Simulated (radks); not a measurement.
Values are calculated unless marked as measured or tabulated.
Q: Radial electron density D(r) = 4 pi r^2 rho(r) of an atom or ion with 18 electrons. Code: a radial shooting solver on a logarithmic mesh with Libxc functionals. Model: Dirac Kohn-Sham, PBE, spin-unpolarised, spherical densities, point nucleus.

| r (bohr) | D(r) (e/bohr) |
|---|---|
| 0.004919 | 1.025 |
| 0.005635 | 1.308 |
| 0.006508 | 1.686 |
| 0.007516 | 2.163 |
| 0.008611 | 2.723 |
| 0.009945 | 3.453 |
| 0.01149 | 4.346 |
| 0.01316 | 5.359 |
| 0.0152 | 6.626 |
| 0.01741 | 8.014 |
| 0.02011 | 9.681 |
| 0.02322 | 11.52 |
| 0.0266 | 13.37 |
| 0.03073 | 15.37 |
| 0.03548 | 17.27 |
| 0.04065 | 18.85 |
| 0.04695 | 20.13 |
| 0.05422 | 20.84 |
| 0.06212 | 20.88 |
| 0.07174 | 20.24 |
| 0.08285 | 18.99 |
| 0.09492 | 17.49 |
| 0.1096 | 15.94 |
| 0.1266 | 14.86 |
| 0.1451 | 14.63 |
| 0.1675 | 15.37 |
| 0.1935 | 16.99 |
| 0.2216 | 18.87 |
| 0.256 | 20.51 |
| 0.2933 | 21.08 |
| 0.3387 | 20.14 |
| 0.3911 | 17.58 |
| 0.4481 | 14.13 |
| 0.5175 | 10.22 |
| 0.5977 | 6.975 |
| 0.6848 | 5.076 |
| 0.7908 | 4.400 |
| 0.9133 | 4.704 |
| 1.046 | 5.276 |
| 1.208 | 5.593 |
| 1.396 | 5.304 |
| 1.599 | 4.506 |
| 1.847 | 3.364 |
| 2.133 | 2.226 |
| 2.443 | 1.357 |
| 2.822 | 0.7314 |
| 3.259 | 0.3751 |
| 3.733 | 0.2094 |
| 4.312 | 0.1344 |
| 4.94 | 0.1061 |
| 5.705 | 0.08910 |
| 6.588 | 0.07103 |
| 7.548 | 0.05149 |
| 8.717 | 0.03201 |
| 10.07 | 0.01705 |
| 11.53 | 0.007988 |
| 13.32 | 0.002923 |
| 15.38 | 0.0008448 |
| 17.63 | 0.0002062 |

What is the nuclear charge?

A: Z = 18. The innermost maximum, from 1s, lies near gamma/Z bohr with gamma = sqrt(1 - (Z/c)^2) = 0.991, here 0.0551 bohr (found: 0.0587), and its height grows with Z. The density is that of neutral argon in [Ne] 3s1.5 3p6 4s0.5; the configuration itself is not fixed sharply by these data, and Z only to about a unit. D(r) has 3 maxima, at r = 0.0587, 0.291, 1.22 bohr, and minima at 0.140, 0.804 bohr, inside which lie 2.17, 10.37 electrons.
